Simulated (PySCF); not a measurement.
**`C[C@@H]1[C@@H]2C[C@H]1[C@@H](Br)C2`, C7H11Br**

Cartesian coordinates in Å; atom numbers follow the order of the lines, from 1:
```xyz
19

C     1.5472    1.0550   -1.2837
C     0.9038    0.2640   -0.1608
C    -0.0242   -0.9078   -0.5494
C    -1.1474    0.1263   -0.7171
C    -0.4090    0.8253    0.4337
C    -0.6189   -0.1609    1.5754
Br   -2.4179   -0.0407    2.3502
C    -0.3633   -1.4863    0.8270
H     1.9958    1.9631   -0.8855
H     2.3325    0.4612   -1.7475
H     0.8350    1.3370   -2.0531
H     1.6735    0.0162    0.5768
H     0.2354   -1.6125   -1.3333
H    -2.1653   -0.2063   -0.5219
H    -1.1176    0.6714   -1.6540
H    -0.5441    1.8798    0.6571
H     0.0562    0.0019    2.4156
H    -1.2433   -2.1284    0.7979
H     0.4617   -2.0490    1.2651
```

Theory: GIAO B3LYP/pcSseg-1 magnetisability, rotational g tensor and spin-rotation constants, non-relativistic, gas phase in PySCF 2.14.0. Geometry: GFN2-xTB.

The calculation is non-relativistic, which matters for the atoms heavier than Zn.

Problem. Give the nuclear spin-rotation constants along the inertial axes (H = +C I·J) beside the isotropic shieldings.

Solution. Rotational constants 3.9803, 0.7493, 0.7210 GHz. A star marks the isotopologue with that one atom substituted, in its own axes.
| atom | isotope | Caa (kHz) | Cbb (kHz) | Ccc (kHz) | mean (kHz) | σ (ppm) |
| --- | --- | --- | --- | --- | --- | --- |
| Br7 | 79Br | 2.434 | 1.463 | 1.578 | 1.825 | 2086.4 |
| H9 | 1H | -0.434 | -0.018 | -0.048 | -0.167 | 30.6 |
| H10 | 1H | -0.107 | -0.046 | -0.080 | -0.078 | 30.6 |
| H11 | 1H | -0.427 | -0.075 | 0.008 | -0.165 | 30.4 |
| H12 | 1H | -0.464 | -0.078 | 0.019 | -0.174 | 30.4 |
| H13 | 1H | -0.206 | -0.032 | -0.065 | -0.101 | 29.8 |
| H14 | 1H | -0.092 | -0.080 | -0.040 | -0.070 | 30.0 |
| H15 | 1H | -0.218 | -0.059 | -0.035 | -0.104 | 29.6 |
| H16 | 1H | -0.440 | 0.034 | -0.085 | -0.163 | 29.6 |
| H17 | 1H | -0.407 | -0.074 | 0.039 | -0.147 | 27.4 |
| H18 | 1H | -0.250 | -0.048 | -0.042 | -0.113 | 29.8 |
| H19 | 1H | -0.426 | -0.039 | -0.015 | -0.160 | 29.5 |
| C1 | 13C* | 0.553 | 0.107 | 0.111 | 0.257 | 165.9 |
| C2 | 13C* | 0.884 | 0.141 | 0.135 | 0.387 | 131.1 |
| C3 | 13C* | 0.705 | 0.154 | 0.138 | 0.332 | 136.1 |
| C4 | 13C* | 0.652 | 0.120 | 0.149 | 0.307 | 145.9 |
| C5 | 13C* | 0.797 | 0.142 | 0.168 | 0.369 | 125.9 |
| C6 | 13C* | 0.768 | 0.175 | 0.176 | 0.373 | 114.7 |
| C8 | 13C* | 0.656 | 0.157 | 0.148 | 0.320 | 135.0 |

For the geometry as given, no vibrational averaging.

Problem. How do the rotational constants and the g tensor change when H9, H10, H11, H12, H13, H14, H15, H16, H17, H18, H19 are replaced by deuterium?

Solution. Constants 3.0886, 0.6711, 0.6457 GHz; g -0.0058, -0.0033, -0.0040, against -0.0073, -0.0036, -0.0043 before.
